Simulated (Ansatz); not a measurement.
Consider the redistribution: `[NH2][Al]1[NH][SiH2]1` + `[CH3][Al]([NH2])[Br]` → `[Br][Al]1[NH][SiH2]1` + `[CH3][Al]([NH2])[NH2]`.

Calculated with Ansatz (gas phase, PBE0-D4/def2-TZVP geometries, no zero-point term in ΔE). CBS: MP2 limit from def2 TZ/QZ plus the TZ coupled-cluster correction, frozen cores. For Br outer-core shells are correlated without core-valence functions, which leaves a few kJ/mol of doubt a bond. Scalar relativity is left out up to krypton. Each species was taken in one conformer, which may not be the lowest.

| species | CCSD(T)/CBS(def2) energy (Eh) |
| --- | --- |
| `[NH2][Al]1[NH][SiH2]1` | -643.55146 |
| `[CH3][Al]([NH2])[Br]` | -2911.22635 |
| `[Br][Al]1[NH][SiH2]1` | -3160.99285 |
| `[CH3][Al]([NH2])[NH2]` | -393.78233 |

Task: Work out ΔE.

Result: ΔE = (-3160.99285) + (-393.78233) − (-643.55146) − (-2911.22635) = 0.00263 Eh = +0.07 eV.

Largest T1 diagnostic among the species: 0.013.

At CCSD(T), def2-SVP lies +0.04 eV from the extrapolated value and def2-TZVPP −0.00 eV. Leaving LDA and LC-ωPBE aside and taking each functional with its dispersion term where it has one, the values, not all of them listed here, spread over 0.04 eV, from BLYP-D4 to ωB97X-V.
